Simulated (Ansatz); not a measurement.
Input:

```yaml
crystal:
  periodic: [false, false, false]
  atoms:
    - { symbol: "N", position_ang: [0.9362, 0.9473, -0.9917] }
    - { symbol: Si, position_ang: [0.4661, -0.3556, -0.0883] }
    - { symbol: Cl, position_ang: [0.5978, -2.1038, -1.0962] }
    - { symbol: C, position_ang: [-0.569, -0.2043, 1.3388] }
    - { symbol: O, position_ang: [-1.1699, -0.1501, 0.0117] }
    - { symbol: H, position_ang: [0.0262, 1.5353, -1.1378] }
    - { symbol: H, position_ang: [1.1643, 0.6702, -1.9308] }
    - { symbol: H, position_ang: [-0.548, 0.711, 1.9178] }
    - { symbol: H, position_ang: [-0.8153, -1.0962, 1.9596] }
basis:
  gaussian: { orbitals: def2-SVP }
hamiltonian:
  xc: b3lyp
relax:
  f_tol: 0.015
  max_steps: 40
```

Command:

```bash
$ ansatz run input.yaml --threads 2 --pin off --max-ram 3072MiB --backend cpu --events-out ev --progress --plain --runs-dir out
```

Hardware: 2 threads of Intel(R) Xeon(R) Processor @ 2.70GHz, with other jobs on the host.

Question: Roughly how long does this run take, and how much memory?

Answer: 64 s, with a peak of 0.22 GiB, for 16 ionic steps.
